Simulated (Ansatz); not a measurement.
Basis-set extrapolation for CH$_{6}$AlFO$_{2}$Si (PBE0-D4/def2-TZVP geometry, frozen core, Ansatz 0.2.0). Multiplicity 1, RHF reference.

```tsv
	def2-TZVPP	def2-QZVPP
HF	-821.669450	-821.700316
MP2 correlation	-1.081511	-1.170305
CCSD(T) correlation	-1.160200	not run
```

Energies in hartree. Use E(X) = E(∞) + A·exp(−7.88·√X) for Hartree–Fock and E(X) = E(∞) + B·X^(−2.97) for correlation, with X = 3 and 4, and add CCSD(T) minus MP2 of the smaller set to the MP2 limit.

Question: What is the CCSD(T) energy at the basis-set limit?

Answer: HF limit: -821.700316 + (-0.030866) × 0.13774 = -821.70457. MP2 limit: -1.170305 + (-0.088794) × 0.74074 = -1.23608. Higher-order term: -1.160200 − (-1.081511) = -0.07869. Total: -823.01934 hartree, 5.16 eV below CCSD(T)/def2-TZVPP.
